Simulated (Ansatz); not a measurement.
Ge₁₃H₂₀⁻, a cluster cut from cubic germanium. Charge -1, multiplicity 2. Geometry PBE-D4/def2-SVP, that of the neutral singlet; atoms count from 1.

```csv
atom,x (Å),y (Å),z (Å)
Ge1,3.296,1.456,-0.483
Ge2,-2.831,-0.308,2.826
Ge3,1.473,-1.195,1.803
Ge4,-0.481,2.139,0.588
Ge5,0.414,1.209,-3.220
Ge6,-1.560,-1.395,-0.877
Ge7,2.202,-2.122,-1.965
Ge8,-2.217,2.001,2.308
Ge9,1.657,1.196,1.319
Ge10,2.538,0.249,-2.475
Ge11,-3.320,-1.604,0.812
Ge12,0.571,-2.357,-0.151
Ge13,-1.236,0.970,-1.428
H14,4.678,0.904,-0.021
H15,3.476,2.964,-0.829
H16,-4.085,-0.308,3.750
H17,-1.670,-0.988,3.607
H18,2.899,-1.751,2.094
H19,0.597,-1.449,3.064
H20,-0.245,3.644,0.238
H21,0.599,2.716,-3.570
H22,-0.087,0.477,-4.501
H23,-2.012,-2.154,-2.166
H24,3.554,-2.773,-1.545
H25,1.692,-2.858,-3.239
H26,-1.752,2.728,3.605
H27,-3.483,2.742,1.781
H28,2.151,1.953,2.591
H29,3.603,0.392,-3.607
H30,-3.535,-3.102,1.185
H31,-4.650,-1.077,0.195
H32,0.371,-3.869,0.183
H33,-2.605,1.573,-1.875
```

Single mean-field runs in def2-TZVP are fitted with def2-universal-jkfit. The highest occupied level of the charge -1 doublet lies above zero (up to 1.07 eV). Energy differences put its binding near zero (0.01 eV; vertical, against the charge 0 singlet, at PBE0-D4/def2-TZVP), which leaves it undecided.

Question: Estimate the Mulliken populations of the heavy atoms from the PBE0/def2-TZVP orbitals of Ansatz.

Answer: 
| atom | charge (e) | spin (α − β) |
| --- | --- | --- |
| Ge1 | 0.03 | -0.02 |
| Ge2 | -0.06 | 0.01 |
| Ge3 | 0.00 | -0.01 |
| Ge4 | -0.04 | 0.00 |
| Ge5 | 0.06 | -0.04 |
| Ge6 | -0.04 | 0.00 |
| Ge7 | 0.03 | -0.02 |
| Ge8 | -0.01 | 0.04 |
| Ge9 | -0.06 | 0.09 |
| Ge10 | -0.10 | 0.09 |
| Ge11 | -0.01 | 0.04 |
| Ge12 | -0.06 | 0.09 |
| Ge13 | -0.05 | 0.10 |
Mulliken values depend strongly on the basis.

Question: Where does the spin sit?

Answer: Summed by element: Ge 0.38, H 0.62, of 1 unpaired in all. Largest on single atoms: Ge13 0.10, Ge10 0.09, H32 0.09.

Question: And the Mayer bond orders between heavy atoms (over 0.3)?

Answer: Ge1–Ge9 0.88 (2.45 Å); Ge1–Ge10 0.87 (2.45 Å); Ge2–Ge8 0.88 (2.44 Å); Ge2–Ge11 0.88 (2.44 Å); Ge3–Ge9 0.87 (2.45 Å); Ge3–Ge12 0.87 (2.45 Å); Ge4–Ge8 0.80 (2.45 Å); Ge4–Ge9 0.87 (2.45 Å); Ge4–Ge13 0.87 (2.45 Å); Ge5–Ge10 0.87 (2.45 Å); Ge5–Ge13 0.87 (2.45 Å); Ge6–Ge11 0.80 (2.45 Å); Ge6–Ge12 0.87 (2.45 Å); Ge6–Ge13 0.87 (2.45 Å); Ge7–Ge10 0.87 (2.45 Å); Ge7–Ge12 0.88 (2.45 Å).
